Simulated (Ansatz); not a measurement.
The same path of FH3OSi + H3P (10 atoms, charge 0, multiplicity 1) was run twice with different band settings. Lost on the way: Si1–H2, P7–H10. Made: Si1–P7, H2–H10.

All numbers below come from RKS PBE0-D4/6-31G* (Ansatz 0.2.0).

Relaxed end points:

```xyz
10
Properties=species:S:1:pos:R:3
Si -0.250 0.427 -0.134
H -0.084 0.707 1.318
F 1.234 0.356 -0.752
H -1.012 1.478 -0.841
O -1.068 -0.975 -0.394
H -0.758 -1.748 0.092
P 1.796 -2.857 1.377
H 0.740 -3.503 0.670
H 2.038 -1.912 0.344
H 0.917 -1.991 2.089
```

```xyz
10
Properties=species:S:1:pos:R:3
Si 0.279 -0.406 -0.430
H -0.080 -0.038 2.991
F 1.071 0.236 -1.677
H -0.159 0.680 0.474
O -1.117 -1.119 -0.942
H -1.032 -1.921 -1.471
P 1.759 -1.772 0.573
H 0.770 -2.536 1.253
H 1.851 -2.674 -0.526
H 0.211 -0.467 3.525
```

Common settings: movable images 7; climbing image yes; optimiser quadratic models (default); start path through a guess of the saddle point; force threshold 0.05 eV/Å; end points relaxed.

| run | spring | iteration limit |
| --- | --- | --- |
| 1 | 5.0 eV/Å² | 58 |
| 2 | 2.0 to 10.0 eV/Å², energy-weighted | 60 |

(1) What does each run give, and how far can it be trusted?

Results:

(1) Run 1: converged after 19 iterations, highest image 2.833 eV above the first end. Neighbouring images differ by up to 2.1 eV, so the band resolves the path poorly. A vibrational analysis at the climbing image gives one clearly imaginary mode, 1317i cm⁻¹: a first-order saddle point.
Run 2: converged after 22 iterations, highest image 2.833 eV above the first end. Neighbouring images differ by up to 1.4 eV, so the band resolves the path poorly. Another band between the same ends (7 images) ends at a top of the same energy, where a vibrational analysis finds 1 clearly imaginary mode.
The orbitals stay closed-shell, which can raise the energy where a bond breaks towards radicals; this wasn't checked here.
